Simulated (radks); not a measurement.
The numbers below are computed, except where a source is named.
Task: The mean radii <r> (bohr) of the occupied orbitals of an atom or ion are listed with their occupations. Level of theory: scalar-relativistic Kohn-Sham, exchange-only LDA, spin-polarised, spherical densities, finite nucleus; Fermi nuclear charge, rms radius of each element as measured or else 0.836 A^(1/3) + 0.57 fm (a radial shooting solver on a logarithmic mesh with Libxc functionals).

| orbital | occ. | <r> |
|---|---|---|
| 1s up | 1 | 0.02113 |
| 1s down | 1 | 0.02113 |
| 2s up | 1 | 0.08984 |
| 2s down | 1 | 0.08984 |
| 2p up | 3 | 0.07948 |
| 2p down | 3 | 0.07948 |
| 3s up | 1 | 0.2349 |
| 3s down | 1 | 0.2348 |
| 3p up | 3 | 0.2337 |
| 3p down | 3 | 0.2335 |
| 3d up | 5 | 0.2123 |
| 3d down | 5 | 0.2121 |
| 4s up | 1 | 0.5303 |
| 4s down | 1 | 0.5303 |
| 4p up | 3 | 0.5620 |
| 4p down | 3 | 0.5621 |
| 4d up | 5 | 0.6100 |
| 4d down | 5 | 0.6106 |
| 5s up | 1 | 1.296 |
| 5s down | 1 | 1.309 |
| 5p up | 3 | 1.541 |
| 5p down | 3 | 1.566 |
| 4f up | 7 | 0.8656 |
| 6s up | 1 | 4.129 |
| 6s down | 1 | 4.221 |
| 4f down | 3 | 0.9365 |

Name the element and its charge. Open shells, if any, are filled with parallel spins first.

Result: Z = 66, dysprosium, charge 0: Dy in [Xe] 4f10 6s2. The 1s radius gives Z: for a bare nucleus <r> = (2 gamma + 1)/(2Z) with gamma = sqrt(1 - (Z/c)^2), 0.02085 bohr for Z = 66, and screening makes it slightly larger (0.02113 here). The occupations add up to 66, and the charge is Z minus that.
